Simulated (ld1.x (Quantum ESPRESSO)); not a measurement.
## nitrogen (N): one change to a TM potential, before and after

- Element: nitrogen (N)
- Generator: ld1.x (Quantum ESPRESSO) 7.5
- Type: norm-conserving Troullier–Martins (Kleinman–Bylander form)
- Functional: LDA (PZ)
- Relativity: scalar-relativistic
- Frozen core: [He]
- Valence charge: 5
- Reference configuration: 2s2 2p2.75 (charge +0.25)
- Partial waves: 2s (bound): rc 1.00 bohr; 3d channel at 0.15 Ry: rc 1.30 bohr; 2p (bound): rc 1.25 bohr
- Local potential: the p channel
- Core correction: none

Change: reference 2s2 2p1.

Cutoffs: the cutoffs (Ry, on a coarse ladder) from which the occupation-weighted sum of valence levels, in a spherical-Bessel basis at the reference potential, stays within 10 and 1 mRy of its value at 400 Ry; they do not see the model core or the augmentation charge, which bear on the density cutoff. Errors are all-electron minus pseudo energies relative to the spin-unpolarised reference configuration.

Q: What does the change do?

A: The potential gets neither clearly harder nor softer (70 Ry and 140 Ry → 70 Ry and 140 Ry); the range in which the p phases agree narrows (upper end at the end of the scan → 3.5); neither file shows a bound ghost.

```csv
quantity,base,changed
"cutoff, loose",70 Ry,70 Ry
"cutoff, tight",140 Ry,140 Ry
loose cutoff by channel (10 mRy a level),"s 45 Ry, p 55 Ry","s 45 Ry, p 60 Ry"
bound ghosts,none,none
"largest error over its own tests, meV",+399,+468
s: phases at 1.40 bohr within 0.05 rad from the reference energy up to (Ry; the scan ends near 5),to the end of the scan,to the end of the scan
p: phases at 1.40 bohr within 0.05 rad from the reference energy up to (Ry; the scan ends near 5),to the end of the scan,3.5
d: phases at 1.40 bohr within 0.05 rad from the reference energy up to (Ry; the scan ends near 5),to the end of the scan,to the end of the scan
```
